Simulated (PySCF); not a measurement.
Choosing a molecule for a target property.

All species are isolated and taken at one optimised geometry, non-relativistic unless stated. Electronic properties by PySCF.

Dipoles, sizes and rotational constants follow the conformer. The torsions of the flexible species, by atom-mapped SMILES:
- `[CH3:1][CH2:2][c:3]1[cH:4][c:5]([Cl:6])[s:7][n:8]1`: C1–C2–C3–C4 -73°
- `[SiH3:1][NH:2][c:3]1[cH:4][o:5][cH:6][cH:7][c:8]1=[S:9]`: Si1–N2–C3–C4 0°
- `[CH3:1][SiH2:2][O:3][Si@@H:4]([PH2:5])[O:6][SiH3:7]`: C1–Si2–O3–Si4 25°, Si2–O3–Si4–P5 -65°, O3–Si4–O6–Si7 -32°, H–P5–Si4–O3 -162°, H–P5–Si4–O3 -69°

Question: Wanted: HOMO–LUMO gap above 5.8 eV (B3LYP/def2-SVPD) and dipole moment below 1.4 D (B3LYP/def2-SVPD), at GFN2-xTB geometries. Which candidate meets both?
A. `N#Cc1ccsc1`
B. `[SiH3]Nc1coccc1=S`
C. `[SiH3]O[Si@H](P)O[SiH2]C`
D. `c1(CC)cc(sn1)Cl`

Answer: C. Computed values:
```csv
species,HOMO–LUMO gap,dipole moment
[SiH3]Nc1coccc1=S,3.79 eV,3.57 D
N#Cc1ccsc1,5.71 eV,4.29 D
c1(CC)cc(sn1)Cl,5.86 eV,1.87 D
[SiH3]O[Si@H](P)O[SiH2]C,6.90 eV,0.87 D
```
